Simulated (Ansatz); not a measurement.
Spectroscopic constants of RbSr, multiplicity 4 (an upper state: multiplicity 2 came lower at CCSD(T)/def2-TZVPP on PBE0 minima). No spin–orbit coupling.

The constants come from a fifth-degree fit in 1/R (seven points, main isotopes). In def2 and cc sets the state is the lowest found near the PBE0 minimum, followed along R.

Codes used: Ansatz (an electronic-structure program). Values without a source in brackets are computed. In def2 rows elements past Kr take small-core potentials, without spin–orbit coupling.

```
level               r_e (Å)  ω_e (cm⁻¹)  ω_e x_e (cm⁻¹)  B_e (cm⁻¹)  dipole (D)
------------------  -------  ----------  --------------  ----------  ----------
PBE/def2-TZVPP        4.341          56            0.19      0.0207        0.90
PBE0/def2-TZVPP       4.353          57            0.21      0.0206        2.47
wB97X-V/def2-TZVPP    4.410          54            0.47      0.0201        4.36
CCSD/def2-TZVPP       4.610          46           0.054      0.0184           -
CCSD(T)/def2-TZVPP    4.590          48            0.10      0.0185           -
```

Correlated levels freeze the inner cores; with def2 sets outer-core shells near the valence are correlated too.
